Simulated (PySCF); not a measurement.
CH7GeNSi2, SMILES [SiH3][C]1=N[SiH2][GeH2]1.

The structure is a stationary point at ωB97X-D3(BJ)/def2-SVP. The structure was generated by enumeration, and PubChem lists no compound with its InChIKey, so it may never have been made.

Vertical ionisation energy (IE) and electron affinity (EA) in eV. Rows of orbital energies are one-electron estimates. Where ΔSCF, EOM or ADC give a negative EA the extra electron is unbound and the value depends on the basis.

```csv
level,IE,EA
"−ε(HOMO), −ε(LUMO), PBE0/def2-TZVP (PySCF)",[?],[?]
"−ε(HOMO), −ε(LUMO), PBE/def2-TZVP (PySCF)",5.26,2.54
```

**Question.** Some entries are withheld; supply them. (Estimate from the structure and the level; the computed values follow.)

**Answer.** 
- −ε(HOMO), −ε(LUMO), PBE0/def2-TZVP (PySCF), IE: 6.44
- −ε(HOMO), −ε(LUMO), PBE0/def2-TZVP (PySCF), EA: 1.47
